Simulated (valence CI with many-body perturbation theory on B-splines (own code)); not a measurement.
**Hg73+: calculated level list**

Computed by relativistic CI+MBPT: five valence electrons over a frozen Dirac-Fock core [He], radial functions for each j: 9 s, 9 p, 8 d, 6 f, 3 g, 1 h, with the one-electron correlation potential Σ1, the two-electron term Σ2, the three-electron term Σ3, Breit, model QED; selected CI, second order for the rest, scaled by the run's own slope (own B-spline code, finite nucleus).

The last digits are not significant, and no measured levels were compared; by estimate large intervals hold to a few tenths of a per cent, small ones and those within an open d or f shell to about a per cent. Among the levels kept, up to 3500 cm⁻¹ of a level comes from second order outside the variational space, and about a tenth of that is noise between levels of different J, which matters for small intervals.

Levels 1 to 45 of 50, with energies above the lowest level, (2s^2 2p1/2^2 2p3/2) J=3/2. "Leading %" is the weight of the configuration and term that name the level; weights of strongly mixed levels are sums over their largest components and can fall short, so below about 35 % the name and the second component can differ from the true leading terms, or belong to a minority configuration. In the jj column 3d3/2^4 stands for four electrons in 3d with j = 3/2. Lifetimes count E1, E2, E3, M1 and M2 decay at the calculated energies, and are blank where another channel may lead or the interval is too uncertain; long ones can be off by a factor of two.

```csv
No.,Configuration,Term,J,E (eV),Leading %,Lifetime,Second component,Leading jj
1,2s²2p³,²P°,3/2,0,49,,27 % 2s²2p³ ²D°,2s^2 2p1/2^2 2p3/2 (100 %)
2,2s²2p³,⁴S°,3/2,2003,56,13.6 ps,44 % 2s²2p³ ²D°,2s^2 2p1/2 2p3/2^2 (100 %)
3,2s²2p³,²D°,5/2,2026,100,78.4 ps,,2s^2 2p1/2 2p3/2^2 (100 %)
4,2s²2p³,²P°,1/2,2087,100,24.9 ps,,2s^2 2p1/2 2p3/2^2 (100 %)
5,2s2p⁴,⁴P,5/2,2397,69,156 fs,31 % 2s2p⁴ ²D,2s 2p1/2^2 2p3/2^2 (100 %)
6,2s2p⁴,²S,1/2,2515,65,43.9 fs,25 % 2s2p⁴ ⁴P,2s 2p1/2^2 2p3/2^2 (100 %)
7,2s2p⁴,²P,3/2,2517,53,23.3 fs,34 % 2s2p⁴ ²D,2s 2p1/2^2 2p3/2^2 (100 %)
8,2s²2p³,²P°,3/2,4096,51,4.06 ps,28 % 2s²2p³ ²D°,2s^2 2p3/2^3 (99 %)
9,2s2p⁴,⁴P,3/2,4432,86,47.8 fs,10 % 2s2p⁴ ²D,2s 2p1/2 2p3/2^3 (100 %)
10,2s2p⁴,²D,5/2,4474,69,47.9 fs,31 % 2s2p⁴ ⁴P,2s 2p1/2 2p3/2^3 (100 %)
11,2s2p⁴,²P,1/2,4550,65,19.3 fs,35 % 2s2p⁴ ⁴P,2s 2p1/2 2p3/2^3 (100 %)
12,2s2p⁴,²D,3/2,4557,56,19.5 fs,43 % 2s2p⁴ ²P,2s 2p1/2 2p3/2^3 (100 %)
13,2p⁵,²P°,3/2,4991,99,16.0 fs,,2p1/2^2 2p3/2^3 (99 %)
14,2s2p⁴,⁴P,1/2,6575,41,22.8 fs,34 % 2s2p⁴ ²S,2s 2p3/2^4 (100 %)
15,2p⁵,²P°,1/2,7028,100,11.9 fs,,2p1/2 2p3/2^4 (100 %)
16,2s²2p²3s,⁴P,1/2,10296,46,2.98 fs,32 % 2s²2p²3s ²S,2s^2 2p1/2^2 3s (100 %)
17,2s²2p²3p,²P°,1/2,10416,47,213 fs,38 % 2s²2p²3p ⁴D°,2s^2 2p1/2^2 3p1/2 (100 %)
18,2s²2p²3p,²P°,3/2,11023,35,171 fs,19 % 2s²2p²3p ⁴D°,2s^2 2p1/2^2 3p3/2 (100 %)
19,2s²2p²3d,²D,3/2,11122,43,2.79 fs,32 % 2s²2p²3d ⁴F,2s^2 2p1/2^2 3d3/2 (100 %)
20,2s²2p²3d,²D,5/2,11284,37,495 as,18 % 2s²2p²3d ⁴D,2s^2 2p1/2^2 3d5/2 (100 %)
21,2s²2p²3s,⁴P,3/2,12320,88,4.70 fs,10 % 2s²2p²3s ²P,2s^2 2p1/2 2p3/2 3s (100 %)
22,2s²2p²3s,²P,1/2,12331,67,2.14 fs,33 % 2s²2p²3s ⁴P,2s^2 2p1/2 2p3/2 3s (100 %)
23,2s²2p²3s,²D,5/2,12339,65,4.21 fs,34 % 2s²2p²3s ⁴P,2s^2 2p1/2 2p3/2 3s (100 %)
24,2s²2p²3s,²D,3/2,12347,64,2.27 fs,35 % 2s²2p²3s ²P,2s^2 2p1/2 2p3/2 3s (100 %)
25,2s²2p²3p,⁴P°,1/2,12437,49,340 fs,28 % 2s²2p²3p ⁴D°,2s^2 2p1/2 2p3/2 3p1/2 (100 %)
26,2s²2p²3p,⁴D°,3/2,12443,55,286 fs,23 % 2s²2p²3p ²D°,2s^2 2p1/2 2p3/2 3p1/2 (100 %)
27,2s²2p²3p,²F°,5/2,12456,50,224 fs,30 % 2s²2p²3p ²D°,2s^2 2p1/2 2p3/2 3p1/2 (100 %)
28,2s²2p²3p,²P°,3/2,12506,43,147 fs,25 % 2s²2p²3p ²D°,2s^2 2p1/2 2p3/2 3p1/2 (99 %)
29,2s2p³3s,⁴P°,5/2,12667,49,5.87 fs,25 % 2s2p³3s ⁶S°,2s 2p1/2^2 2p3/2 3s (99 %)
30,2s2p³3s,²P°,3/2,12700,35,2.52 fs,24 % 2s2p³3s ⁴S°,2s 2p1/2^2 2p3/2 3s (99 %)
31,2s2p³3s,²P°,1/2,12775,43,2.34 fs,30 % 2s2p³3s ⁴D°,2s 2p1/2^2 2p3/2 3s (99 %)
32,2s2p³3s,²P°,3/2,12785,39,5.02 fs,20 % 2s2p³3s ⁴S°,2s 2p1/2^2 2p3/2 3s (99 %)
33,2s2p³3p,⁴P,3/2,12798,30,3.54 fs,20 % 2s2p³3p ⁶P,2s 2p1/2^2 2p3/2 3p1/2 (100 %)
34,2s2p³3p,²D,5/2,12798,26,1.38 fs,19 % 2s2p³3p ⁴D,2s 2p1/2^2 2p3/2 3p1/2 (100 %)
35,2s2p³3p,²P,1/2,12894,36,1.31 fs,18 % 2s2p³3p ⁴P,2s 2p1/2^2 2p3/2 3p1/2 (100 %)
36,2s2p³3p,²D,3/2,12896,36,1.97 fs,21 % 2s2p³3p ⁴F,2s 2p1/2^2 2p3/2 3p1/2 (100 %)
37,2s²2p²3p,⁴D°,5/2,13035,52,150 fs,34 % 2s²2p²3p ⁴P°,2s^2 2p1/2 2p3/2 3p3/2 (100 %)
38,2s²2p²3p,²P°,1/2,13039,37,112 fs,30 % 2s²2p²3p ⁴P°,2s^2 2p1/2 2p3/2 3p3/2 (100 %)
39,2s²2p²3p,²D°,3/2,13044,53,131 fs,20 % 2s²2p²3p ⁴P°,2s^2 2p1/2 2p3/2 3p3/2 (100 %)
40,2s²2p²3p,²F°,7/2,13051,65,138 fs,35 % 2s²2p²3p ⁴D°,2s^2 2p1/2 2p3/2 3p3/2 (100 %)
41,2s²2p²3p,⁴S°,3/2,13074,33,172 fs,29 % 2s²2p²3p ²P°,2s^2 2p1/2 2p3/2 3p3/2 (99 %)
42,2s²2p²3p,²D°,5/2,13083,67,139 fs,15 % 2s²2p²3p ²F°,2s^2 2p1/2 2p3/2 3p3/2 (100 %)
43,2s²2p²3p,²P°,1/2,13109,87,90.6 fs,8 % 2s²2p²3p ⁴D°,2s^2 2p1/2 2p3/2 3p3/2 (100 %)
44,2s²2p²3d,⁴F,3/2,13149,43,1.41 fs,26 % 2s²2p²3d ²P,2s^2 2p1/2 2p3/2 3d3/2 (100 %)
45,2s²2p²3d,⁴F,5/2,13150,52,3.83 fs,39 % 2s²2p²3d ²F,2s^2 2p1/2 2p3/2 3d3/2 (100 %)
```

The ionisation energy to 2s²2p² ³P0 of the next ion comes out as 19681 eV (NIST: 19680 ± 90 eV (theoretical)). All 50 levels together are meant to be complete up to 13286 eV.
